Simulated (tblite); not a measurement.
A geometry optimisation, step by step.

Species: C6H9B.
SMILES with atom numbers: `[CH:1]#[C:2]/[CH:3]=[CH:4]\[B:5]([CH3:6])[CH3:7]` (hydrogens: H8 on C1; H9 on C3; H10 on C4; H11, H12, H13 on C6; H14, H15, H16 on C7)

Computed with GFN2-xTB (tblite), gas phase: L-BFGS steps from a force-field or distance-geometry start until the largest atomic force falls under 0.01 eV/Å. 8 of its 81 geometries are shown.

Step 0: E = -504.1492 eV, largest atomic force 2.524 eV/Å
```
atom  x, y, z in Å  |  force x, y, z in eV/Å
C1      2.383   -1.880   -0.140   -0.079   0.658   0.160
C2      2.142   -0.742    0.208    0.616  -0.580  -0.004
C3      1.883    0.588    0.668    0.935  -0.803  -0.133
C4      0.672    1.102    0.535   -0.910  -0.104  -0.450
B5     -0.534    0.291   -0.078   -1.175   1.661   1.493
C6     -1.781    1.242   -0.466    0.145  -0.551   0.201
C7     -0.983   -1.109    0.502   -0.475  -0.013   0.138
H8      2.576   -2.881   -0.467   -0.159   0.735   0.235
H9      2.678    1.187    1.109    0.215  -0.460  -0.085
H10     0.529    2.119    0.909   -0.134  -0.272  -0.284
H11    -2.459    0.617   -1.079    0.008   0.978   0.255
H12    -2.302    1.567    0.481    0.430  -0.591  -0.977
H13    -1.471    2.169   -0.947   -0.309  -0.201  -0.278
H14    -0.727   -1.037    1.588   -0.150  -0.636  -0.895
H15    -2.092   -1.248    0.414    0.983   0.081   0.125
H16    -0.523   -1.974    0.019    0.058   0.099   0.499
```

Step 11: E = -504.6801 eV, largest atomic force 0.391 eV/Å
```
atom  x, y, z in Å  |  force x, y, z in eV/Å
C1      2.423   -1.873   -0.141    0.050  -0.168  -0.029
C2      2.212   -0.755    0.242   -0.126   0.157   0.097
C3      1.909    0.555    0.667   -0.157   0.007  -0.062
C4      0.670    1.076    0.562    0.065  -0.014  -0.109
B5     -0.650    0.377    0.097    0.061   0.046   0.383
C6     -1.814    1.269   -0.495    0.078  -0.087   0.065
C7     -1.004   -1.099    0.566    0.009   0.119  -0.098
H8      2.594   -2.858   -0.459    0.074   0.010  -0.004
H9      2.757    1.118    1.057   -0.184  -0.028  -0.113
H10     0.569    2.123    0.850    0.049  -0.122   0.009
H11    -2.527    0.749   -1.127    0.011  -0.150  -0.029
H12    -2.371    1.581    0.391   -0.078   0.106  -0.013
H13    -1.515    2.169   -1.020    0.138   0.109  -0.005
H14    -0.753   -1.255    1.618   -0.048   0.035  -0.120
H15    -2.063   -1.309    0.427    0.049  -0.103   0.072
H16    -0.445   -1.857    0.020    0.010   0.083  -0.044
```

Step 23: E = -504.7479 eV, largest atomic force 0.076 eV/Å
```
atom  x, y, z in Å  |  force x, y, z in eV/Å
C1      2.457   -1.904   -0.124   -0.007   0.021   0.010
C2      2.154   -0.801    0.248   -0.045  -0.039   0.001
C3      1.856    0.518    0.641    0.029   0.005  -0.042
C4      0.635    1.077    0.608    0.006   0.014  -0.006
B5     -0.717    0.416    0.237   -0.044   0.011  -0.011
C6     -1.827    1.299   -0.456   -0.032   0.027  -0.050
C7     -1.018   -1.087    0.592    0.027  -0.041  -0.007
H8      2.692   -2.873   -0.451    0.022   0.010   0.033
H9      2.727    1.099    0.929    0.036   0.004  -0.028
H10     0.609    2.136    0.845   -0.011   0.011   0.074
H11    -2.460    0.724   -1.128   -0.023  -0.020  -0.009
H12    -2.489    1.699    0.314    0.020  -0.002   0.003
H13    -1.440    2.150   -1.011    0.023   0.026   0.023
H14    -0.742   -1.336    1.615   -0.004  -0.006   0.035
H15    -2.050   -1.388    0.434   -0.010   0.029   0.019
H16    -0.393   -1.719   -0.036    0.013  -0.051  -0.046
```

Step 34: E = -504.7539 eV, largest atomic force 0.049 eV/Å
```
atom  x, y, z in Å  |  force x, y, z in eV/Å
C1      2.462   -1.905   -0.112    0.008  -0.017  -0.002
C2      2.128   -0.802    0.229    0.005   0.017  -0.008
C3      1.845    0.520    0.616    0.000   0.035   0.001
C4      0.627    1.085    0.626   -0.039  -0.020   0.007
B5     -0.722    0.418    0.243   -0.033  -0.001   0.001
C6     -1.827    1.303   -0.460    0.010  -0.006  -0.006
C7     -1.014   -1.094    0.588    0.002   0.022  -0.006
H8      2.718   -2.876   -0.411    0.005  -0.044   0.003
H9      2.731    1.092    0.877    0.034   0.033   0.011
H10     0.604    2.137    0.900   -0.008  -0.028  -0.012
H11    -2.460    0.734   -1.139    0.011   0.001   0.013
H12    -2.490    1.705    0.309    0.019  -0.003  -0.012
H13    -1.428    2.156   -1.007   -0.007  -0.003   0.022
H14    -0.726   -1.348    1.606    0.005   0.000   0.015
H15    -2.052   -1.385    0.446   -0.003   0.008   0.004
H16    -0.405   -1.730   -0.053   -0.009   0.006  -0.029
```

Step 46: E = -504.7557 eV, largest atomic force 0.030 eV/Å
```
atom  x, y, z in Å  |  force x, y, z in eV/Å
C1      2.466   -1.907   -0.104    0.001   0.002   0.009
C2      2.142   -0.794    0.216   -0.004   0.003   0.008
C3      1.851    0.528    0.603   -0.006   0.007  -0.016
C4      0.625    1.076    0.627    0.000  -0.003   0.020
B5     -0.725    0.414    0.245    0.003  -0.012   0.012
C6     -1.823    1.305   -0.459    0.004  -0.005   0.001
C7     -1.021   -1.096    0.585    0.004  -0.012   0.000
H8      2.720   -2.887   -0.380   -0.002   0.008  -0.001
H9      2.732    1.111    0.858   -0.003  -0.003   0.007
H10     0.589    2.124    0.915    0.019   0.011  -0.020
H11    -2.454    0.739   -1.141   -0.006   0.000  -0.004
H12    -2.487    1.704    0.310    0.000   0.001   0.000
H13    -1.420    2.159   -0.998   -0.001   0.010   0.001
H14    -0.712   -1.364    1.595   -0.001  -0.003  -0.011
H15    -2.064   -1.380    0.461    0.012   0.004   0.006
H16    -0.428   -1.724   -0.079   -0.019  -0.008  -0.010
```

Step 57: E = -504.7574 eV, largest atomic force 0.043 eV/Å
```
atom  x, y, z in Å  |  force x, y, z in eV/Å
C1      2.470   -1.903   -0.079   -0.007   0.006   0.007
C2      2.149   -0.787    0.230   -0.028  -0.028   0.016
C3      1.853    0.538    0.602    0.018   0.003  -0.032
C4      0.624    1.079    0.627    0.020  -0.011   0.014
B5     -0.722    0.406    0.252    0.008   0.002  -0.011
C6     -1.817    1.304   -0.450   -0.010   0.002  -0.003
C7     -1.025   -1.107    0.574   -0.004   0.006   0.004
H8      2.720   -2.886   -0.348    0.006   0.007   0.000
H9      2.733    1.130    0.838    0.001   0.006   0.017
H10     0.589    2.133    0.890   -0.006  -0.007  -0.001
H11    -2.444    0.746   -1.141   -0.007   0.000  -0.007
H12    -2.485    1.699    0.317   -0.001  -0.003   0.006
H13    -1.407    2.163   -0.978   -0.009  -0.003  -0.002
H14    -0.678   -1.407    1.562    0.025  -0.002  -0.021
H15    -2.080   -1.363    0.495    0.005  -0.004  -0.003
H16    -0.486   -1.736   -0.135   -0.010   0.026   0.016
```

Step 69: E = -504.7611 eV, largest atomic force 0.074 eV/Å
```
atom  x, y, z in Å  |  force x, y, z in eV/Å
C1      2.458   -1.920   -0.017    0.025   0.024  -0.028
C2      2.140   -0.795    0.267   -0.003  -0.040  -0.003
C3      1.853    0.538    0.609    0.007  -0.012  -0.004
C4      0.629    1.090    0.606    0.006  -0.004   0.047
B5     -0.720    0.412    0.242    0.011   0.061  -0.041
C6     -1.829    1.305   -0.443   -0.032   0.024  -0.003
C7     -1.012   -1.106    0.549    0.029   0.024  -0.025
H8      2.726   -2.898   -0.285   -0.021  -0.029   0.022
H9      2.738    1.123    0.848   -0.024   0.019   0.005
H10     0.600    2.148    0.852   -0.020   0.003  -0.015
H11    -2.456    0.752   -1.139    0.015  -0.014   0.001
H12    -2.499    1.677    0.335   -0.003   0.008   0.014
H13    -1.438    2.179   -0.960    0.002  -0.019   0.007
H14    -0.542   -1.458    1.465   -0.028  -0.023  -0.036
H15    -2.075   -1.340    0.586    0.049  -0.011   0.022
H16    -0.583   -1.698   -0.261   -0.013  -0.010   0.036
```

Step 80: E = -504.7643 eV, largest atomic force 0.009 eV/Å
```
atom  x, y, z in Å  |  force x, y, z in eV/Å
C1      2.461   -1.929    0.025   -0.004   0.001   0.004
C2      2.136   -0.803    0.296    0.000   0.002   0.001
C3      1.853    0.537    0.616    0.002   0.003   0.000
C4      0.633    1.099    0.592    0.001   0.001   0.003
B5     -0.713    0.422    0.224   -0.001   0.002   0.000
C6     -1.844    1.309   -0.434   -0.002   0.000   0.002
C7     -0.990   -1.102    0.514   -0.003   0.004  -0.006
H8      2.713   -2.920   -0.210   -0.006  -0.001   0.003
H9      2.735    1.122    0.864    0.005  -0.001  -0.003
H10     0.608    2.161    0.822   -0.002   0.001  -0.002
H11    -2.465    0.753   -1.133   -0.002   0.000   0.001
H12    -2.512    1.660    0.354    0.002   0.001   0.006
H13    -1.471    2.196   -0.943    0.003  -0.004  -0.001
H14    -0.425   -1.500    1.354    0.000   0.001   0.001
H15    -2.044   -1.318    0.675    0.001  -0.008  -0.001
H16    -0.684   -1.679   -0.359    0.007  -0.002  -0.006
```

**Question.** Summarise the path.

**Answer.** The energy falls by 14.18 kcal/mol from step 0 to step 80; nine tenths of that is first reached at step 14. It rises by more than 0.2 meV at step 71. The largest force goes from 2.524 to 0.009 eV/Å. Among the bonds C6–H12 changes most, from 1.128 to 1.091 Å; the atoms move by 0.269 Å rms after alignment.

The cost below is that of the whole relaxation. On an Arm Neoverse N1 with one thread, no GPU (shared host), this took 0.71 s of wall time.
